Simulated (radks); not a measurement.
Problem. Br21+, configuration [Ne] 3s2 3p2 (the NIST ground configuration). All-electron calculation, Dirac Kohn-Sham, BLYP, spin-unpolarised, spherical densities, finite nucleus; open shells fill j = l - 1/2 first; Fermi nuclear charge, rms radius 4.1629 fm. Program: a radial shooting solver on a logarithmic mesh with Libxc functionals. Some entries of the table are withheld. Estimate them.

orbital,occ.,eigenvalue (eV),<r^2> (bohr^2),<1/r> (bohr^-1)
1s1/2,2,(1),0.002460,35.66
2s1/2,2,(2),0.04116,(3)
2p1/2,2,-2441.815,(4),8.005
2p3/2,4,-2393.151,(5),7.746
3s1/2,2,-951.1483,0.2523,3.125
3p1/2,2,-895.8160,0.2400,(6)
3p3/2,0,-884.9694,0.2460,(7)

Solution. 
(1) 1s1/2 eigenvalue (eV): -14220.07
(2) 2s1/2 eigenvalue (eV): -2605.944
(3) 2s1/2 <1/r> (bohr^-1): 8.052
(4) 2p1/2 <r^2> (bohr^2): 0.03149
(5) 2p3/2 <r^2> (bohr^2): 0.03283
(6) 3p1/2 <1/r> (bohr^-1): 3.063
(7) 3p3/2 <1/r> (bohr^-1): 3.002
